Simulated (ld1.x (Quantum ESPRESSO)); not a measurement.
# Varying the RRKJ potential for carbon

Base potential:

ld1.x (Quantum ESPRESSO) 7.5 input, shortened:

```
&input
   title='C', zed=6., rel=1, dft='PBE', iswitch=3,
   config='[He] 2s2 2p2'
 /
 &inputp
   pseudotype=2, tm=.false., lloc=0,
   nlcc=.false.
 /
2
2P  2  1   2.00   0.00  3.05  3.05  0.0
2S  1  0   2.00   0.00  1.25  1.25  0.0
 &test
   configts(1)='2s2 2p2'
 /
```

All-electron outer shells of the reference configuration (PBE, scalar-relativistic, ld1.x):

```
shell  level (eV)  outermost node (bohr)  outermost maximum (bohr)
   1s     -273.38                      –                      0.17
   2s      -13.75                   0.38                      1.22
   2p       -5.29                      –                      1.20
```

Cutoffs, loose and tight: the cutoffs (Ry, on a coarse ladder) from which the occupation-weighted sum of valence levels, in a spherical-Bessel basis at the reference potential, stays within 10 and 1 mRy of its value at 400 Ry. They do not see the model core or the augmentation charge, which bear on the density cutoff. Test errors are all-electron minus pseudo excitation energies from the reference, over the configurations 2s2 2p1; 2s2 2p0; 2s1 2p0; 2s2 2p1.5; 2s2 2p2.3; 2s1 2p2; 2s0 2p4. A dash means not determined; rows that change the core or the reference have their own tests.

```tsv
change	outcome	cutoff, loose	cutoff, tight	bound ghosts	largest test error (meV)
base	generated	35 Ry	80 Ry	none	+2977
core correction a·sin(br)/r model core inside 0.50 bohr	generated	35 Ry	80 Ry	none	+2978
core correction a·sin(br)/r model core inside 0.68 bohr	generated	35 Ry	80 Ry	none	+3026
core correction a·sin(br)/r model core inside 0.78 bohr	generated	35 Ry	80 Ry	none	+2972
core correction a·sin(br)/r model core inside 0.92 bohr	generated	35 Ry	80 Ry	none	+2960
core correction a·sin(br)/r model core inside 1.06 bohr	generated	35 Ry	80 Ry	none	+2970
core correction a·sin(br)/r model core inside 1.18 bohr	generated	35 Ry	80 Ry	none	+2973
core correction a·sin(br)/r model core inside 1.38 bohr	generated	35 Ry	80 Ry	none	+2976
core correction a·sin(br)/r model core inside 1.48 bohr	generated	35 Ry	80 Ry	none	+2976
```
